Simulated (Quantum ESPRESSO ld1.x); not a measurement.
Results of a calculation; reference values are marked as such.
Species: Pm VII. Configuration: [Kr] 4d10 4f3 5s2 5p4. Code: ld1.x of Quantum ESPRESSO 7.5. Model: Dirac Kohn-Sham, PBE, spin-unpolarised, spherical densities, point nucleus; open shells are shared between the two j in proportion to 2j + 1.

Unscreened Slater integrals over Kohn-Sham orbitals (hartree). Large and small components are both included. Empty in this configuration: 5d3/2, 5d5/2, 6s1/2.

F0(6s1/2,6s1/2): 0.34039
F0(6s1/2,5d5/2): 0.38708
G2(6s1/2,5d5/2): 0.085327
F0(6s1/2,5d3/2): 0.38812
G2(6s1/2,5d3/2): 0.082642
F0(6s1/2,4f7/2): 0.43953
G3(6s1/2,4f7/2): 0.024499
F0(6s1/2,4f5/2): 0.43985
G3(6s1/2,4f5/2): 0.024322
F0(5d5/2,5d5/2): 0.49125
F2(5d5/2,5d5/2): 0.26501
F4(5d5/2,5d5/2): 0.18063
F0(5d5/2,5d3/2): 0.49386
F2(5d5/2,5d3/2): 0.26634
G2(5d5/2,5d3/2): 0.26622
G4(5d5/2,5d3/2): 0.18143
F0(5d5/2,4f7/2): 0.60686
F2(5d5/2,4f7/2): 0.18346
F4(5d5/2,4f7/2): 0.095050
G1(5d5/2,4f7/2): 0.078725
G3(5d5/2,4f7/2): 0.070425
G5(5d5/2,4f7/2): 0.055589
F0(5d5/2,4f5/2): 0.60751
F2(5d5/2,4f5/2): 0.18240
F4(5d5/2,4f5/2): 0.094241
G1(5d5/2,4f5/2): 0.077391
G3(5d5/2,4f5/2): 0.069486
G5(5d5/2,4f5/2): 0.054899
F0(5d3/2,5d3/2): 0.49652
F2(5d3/2,5d3/2): 0.26779
F0(5d3/2,4f7/2): 0.61238
F2(5d3/2,4f7/2): 0.18700
G3(5d3/2,4f7/2): 0.072635
G5(5d3/2,4f7/2): 0.057191
F0(5d3/2,4f5/2): 0.61305
F2(5d3/2,4f5/2): 0.18593
G1(5d3/2,4f5/2): 0.080612
G3(5d3/2,4f5/2): 0.071762
F0(4f7/2,4f7/2): 1.0882
F2(4f7/2,4f7/2): 0.52718
F4(4f7/2,4f7/2): 0.33273
F6(4f7/2,4f7/2): 0.23993
F0(4f7/2,4f5/2): 1.0921
F2(4f7/2,4f5/2): 0.52900
F4(4f7/2,4f5/2): 0.33386
G2(4f7/2,4f5/2): 0.52797
G4(4f7/2,4f5/2): 0.33325
G6(4f7/2,4f5/2): 0.24031
F0(4f5/2,4f5/2): 1.0961
F2(4f5/2,4f5/2): 0.53085
F4(4f5/2,4f5/2): 0.33503
